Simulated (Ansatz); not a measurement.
Gas-phase electronic energies from Ansatz, PBE0-D4/def2-TZVP geometries. CBS: MP2 limit from def2 TZ/QZ plus the TZ coupled-cluster correction, frozen cores. This one scheme is used for every species. Double bonds are as drawn, so ΔE can hold a change between cis and trans. DFT in def2-TZVPP. One conformer a species, not always the lowest.

Consider the substitution at a C–Si bond: `O/C=C/[SiH2]O` + HCl → `O/C=C\Cl` + `O[SiH3]`.

| species | B2PLYP energy (Eh) |
| --- | --- |
| `O/C=C/[SiH2]O` | -519.61041 |
| HCl | -460.68739 |
| `O/C=C\Cl` | -613.24503 |
| `O[SiH3]` | -367.02731 |

Problem. Work out ΔE.

Solution. ΔE = (-613.24503) + (-367.02731) − (-519.61041) − (-460.68739) = 0.02546 Eh = +16.0 kcal/mol. CCSD(T)/CBS gives +16.9 kcal/mol.

Largest T1 diagnostic among the species: 0.013.

From PBE to PBE0 (25 % exact exchange), in def2-TZVPP and without D4, ΔE moves by +1.1 kcal/mol. The D4 term adds +0.9 kcal/mol with B3LYP and +0.6 kcal/mol with PBE0; it sums over pairs of atoms, weighted by their polarisabilities, and B3LYP, whose exchange is more repulsive, gets the larger term.

B3LYP here is the variant with VWN-RPA as its local correlation; programs differ in this.
